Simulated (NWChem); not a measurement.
# SiH2SOCl2; SMILES [Si](Cl)(O)(S)Cl

```xyz
7

O      0.1723     0.1095    -1.9570
Si     0.1058     0.0589    -0.3169
S      0.2654     2.0214     0.4402
Cl    -1.6405    -0.8916     0.2242
Cl     1.6600    -1.0024     0.4934
H     -0.1287    -0.6713    -2.4347
H     -0.7203     2.4876    -0.3602
```
Atoms are numbered in this order, from 1.

All runs: NWChem. Pople sets run with spherical d functions. Coordinates come from a PBE0/def2-SVP optimisation. Vzz is the largest principal value of the second derivative of the potential at the nucleus (NWChem prints the opposite sign); η is the asymmetry. Non-relativistic.

Order these runs by computing time, cheapest first, and give rough ratios: Hartree-Fock/6-31G*; CAM-B3LYP/def2-SVP; CAM-B3LYP/def2-TZVP.

Hartree-Fock/6-31G* (1), CAM-B3LYP/def2-SVP (3), CAM-B3LYP/def2-TZVP (20). Ratios are rough, from one shared machine; the cheapest took about 12 core-seconds (a rough figure). What differs between the cheapest and the dearest: Vzz O1 (a.u.) 1.411 → 1.379; η O1 0.61 → 0.57; Vzz S3 (a.u.) -2.085 → -2.253.
